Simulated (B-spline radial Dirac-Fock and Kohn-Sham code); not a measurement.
**Ionisation of each subshell: Xe⁴⁺**

System: the Xe⁴⁺ ion, 1s2 2s2 2p6 3s2 3p6 3d10 4s2 4p6 4d10 5s1 5p3 (an excited configuration); nuclear rms radius 4.7859 fm (A = 132).

Level of theory: Dirac-Fock energy differences between relaxed states, corrected for Breit and QED terms; an atomic code on a B-spline grid. Electron correlation is not included. Energies are counted from the vacuum level. Subshells whose hole state is unreliable or did not converge are left out.

All terms are in eV, carry their sign (relaxation lowers the binding energy) and add up to the binding energy; ⟨r⟩ is the mean radius of the orbital in the initial state.

```
subshell  −ε (Koopmans)  relaxation   Gaunt  retardation  self-energy  vacuum polarisation  binding energy  ⟨r⟩ (bohr)
       K        34805.4      -65.98  -88.99         7.28       -48.53                 6.82         34616.0       0.027
      L1         5558.4      -34.48   -8.33         0.50        -6.09                 0.79          5510.7       0.114
      L2         5210.5      -38.15  -14.85         1.66         0.37                -0.02          5159.6       0.096
      L3         4884.7      -36.66  -10.62         2.00        -0.19                -0.04          4839.1       0.102
      M1         1219.1      -14.09   -1.19         0.04        -1.26                 0.16          1202.7       0.305
      M2         1073.5      -14.65   -2.30         0.23         0.07                 0.00          1056.9       0.295
      M3         1010.0      -13.98   -1.50         0.31        -0.03                -0.01           994.8       0.307
      M4          757.0      -15.65   -0.70         0.03         0.12                -0.01           740.8       0.278
      M5          743.7      -15.41   -0.35         0.04         0.08                -0.01           728.1       0.281
      N3          210.8       -3.60   -0.22         0.05         0.00                 0.00           207.0       0.772
      N4          121.6       -3.10   -0.03         0.00         0.02                 0.00           118.5       0.861
      N5          119.5       -3.02    0.03         0.00         0.02                 0.00           116.5       0.871
      O1          69.22       -0.39   -0.03         0.00        -0.05                 0.01           68.76       1.726
    O2,3          52.66       -0.30   -0.04         0.01         0.00                 0.00           52.33       1.979
```

For the deepest level, K (1s), the Breit terms make up -0.236 % of the binding energy, QED -0.121 % and orbital relaxation -0.191 %.

Spin-orbit splittings: 2p 320.4 eV, 3p 62.10 eV, 3d 12.68 eV, 4d 1.99 eV.

Values without a named source are computed, but for edge energies of neutral atoms, which are taken from tables.
